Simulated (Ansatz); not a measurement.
Reaction (formal hydrolysis of a Mg–O bond): `[SiH3][O][Mg][O][SiH3]` + H₂O → `[OH][Mg][O][SiH3]` + `O[SiH3]`

Computed with Ansatz on PBE0-D4/def2-TZVP structures; ΔE is electronic, products minus reactants. CCSD(T)/CBS adds triple-zeta CCSD(T) − MP2 to the extrapolated MP2 energy (def2 sets, frozen cores). This one scheme is used for every species. Functionals use def2-TZVPP. HSE06 is defined as in plane-wave codes. For Mg outer-core shells are correlated without core-valence functions, which leaves a few kJ/mol of doubt a bond. One conformer a species, not always the lowest.

```
             level  ΔE (kJ/mol)  difference from CCSD(T)/CBS
           PBE0-D4         35.3                         -7.8
        r2SCAN0-D4         35.9                         -7.2
           ωB97M-V         33.2                         -9.9
               PBE         30.7                        -12.4
            r2SCAN         33.7                         -9.4
             HSE06         33.7                         -9.4
             BHLYP         34.1                         -9.0
         CAM-B3LYP         31.0                        -12.1
RPA@PBE/def2-TZVPP         40.4                         -2.7
      MP2/def2-SVP         38.5                         -4.6
  CCSD(T)/def2-SVP         40.3                         -2.8
SCS-MP2/def2-TZVPP         37.8                         -5.3
   CCSD/def2-TZVPP         38.8                         -4.3
CCSD(T)/def2-TZVPP         39.1                         -4.0
     HF/def2-QZVPP         39.5                         -3.6
SCS-MP2/def2-QZVPP         40.6                         -2.5
       CCSD(T)/CBS         43.1                            0
```

Largest T1 diagnostic among the species: 0.011.

From BLYP to BHLYP (50 % exact exchange), in def2-TZVPP and without D4, ΔE moves by +4.7 kJ/mol. Leaving LDA and LC-ωPBE aside and taking each functional with its dispersion term where it has one, the values, not all of them listed here, spread over 4.8 kJ/mol, from PBE-D4 to B97M-V.
